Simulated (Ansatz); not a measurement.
Species: C3H5N, SMILES `C=CN=C` (C–C–N–C torsion 180°) (charge 0, multiplicity 1), formula C3H5N.

Question: How many basis functions does frozen-core CCSD(T)/cc-pVTZ // PBE0-D4/def2-TZVP (Ansatz, a quantum-chemistry and plane-wave program) use, how many core orbitals are frozen, and how many electrons are correlated?

Answer: 190 basis functions and 4 frozen orbitals, which leaves 22 correlated electrons. Core time is of the order of minutes.
